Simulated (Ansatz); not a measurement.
FHTe (SMILES F[TeH]) moved off its minimum; all values from Ansatz (a program for electronic structure), cores frozen in correlated methods. Elements past Kr take the def2 small-core potentials, without spin–orbit coupling.
(charge 0, multiplicity 1)
```xyz
3

Te     0.0605    -0.1042     0.3858
H      1.2494    -0.2498    -1.1484
F     -1.4222     0.4742    -1.0471
```

Give the forces (eV/Å), the total energy and the dipole at CCSD(T)/def2-TZVPPD.


```json
[
 {"atom": "Te1", "Fx": "-0.396", "Fy": "0.611", "Fz": "-4.231"},
 {"atom": "H2", "Fx": "-1.406", "Fy": "0.127", "Fz": "2.189"},
 {"atom": "F3", "Fx": "1.802", "Fy": "-0.739", "Fz": "2.042"}
]
```
Energy -367.4424 hartree, dipole 3.22 D.

Doubts at one or more of the structures used: a restricted determinant that unrestricted orbitals would lower (CCSD(T)/def2-TZVPPD).
